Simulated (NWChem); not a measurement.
System: C3H5 cation

```xyz
8

C     -1.1916     0.0000     0.2073
C      0.0000     0.0000    -0.4986
C      1.1916     0.0000     0.2073
H     -2.1547     0.0000    -0.3009
H     -1.2062     0.0000     1.2964
H      0.0000     0.0000    -1.5852
H      2.1547     0.0000    -0.3009
H      1.2062     0.0000     1.2964
```
Atoms are numbered in this order, from 1.

Level: B3LYP/6-31G* (spherical d) (NWChem), optimised geometry, unscaled harmonic frequencies. 

**Question.** List the harmonic frequencies with IR intensities, and the thermochemistry.

**Answer.** 
```
frequency (cm⁻¹)  IR intensity (km/mol)
----------------  ---------------------
320                                14.2
442                                 0.4
615                                 0.0
962                                 2.1
1041                               33.1
1058                                1.5
1152                               25.7
1157                                0.0
1309                               44.4
1320                                3.0
1463                              107.1
1571                               11.1
1632                              174.1
3172                                1.4
3172                                9.3
3227                                5.0
3274                                9.0
3276                               18.9
```

| Item | Value |
|---|---|
| zero-point energy | 43.1 kcal/mol |
| thermal correction to the enthalpy at 298.15 K (with zero-point energy) | 46.1 kcal/mol |
| heat capacity Cv | 12.0 cal/(mol K) |
| entropy at 298.15 K and 1 atm (symmetry number 2) | 60.4 cal/(mol K) |

Rigid rotor and harmonic oscillator.
